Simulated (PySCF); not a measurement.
Re(O)3(Me) (CH3O3Re), SMILES [Re](=[O])(=[O])(=[O])[CH3], multiplicity 1.

Geometry optimised at r2SCAN-D4/def2-SVP. The spin state was assumed, not searched. The isomer is the one that the SMILES or the coordinates give; other isomers of the formula were not compared. The def2 effective core potentials stand for the cores of Re; spin–orbit coupling is left out.

Calculation: PySCF with HF/def2-TZVP.

Symmetry labels are those of the subgroup Cs that the program uses (full group C3v).

Computed valence orbital energies around the gap with their symmetry:
| orbital | symmetry | energy (eV) |
|---|---|---|
| HOMO−7 | A' | -17.27 |
| HOMO−6 | A' | -15.89 |
| HOMO−5 | A" | -15.89 |
| HOMO−4 | A' | -14.94 |
| HOMO−3 | A' | -13.84 |
| HOMO−2 | A" | -13.84 |
| HOMO−1 | A" | -13.82 |
| HOMO | A' | -13.37 |
| LUMO | A' | 0.56 |
| LUMO+1 | A" | 0.56 |
| LUMO+2 | A' | 2.03 |
| LUMO+3 | A' | 2.50 |
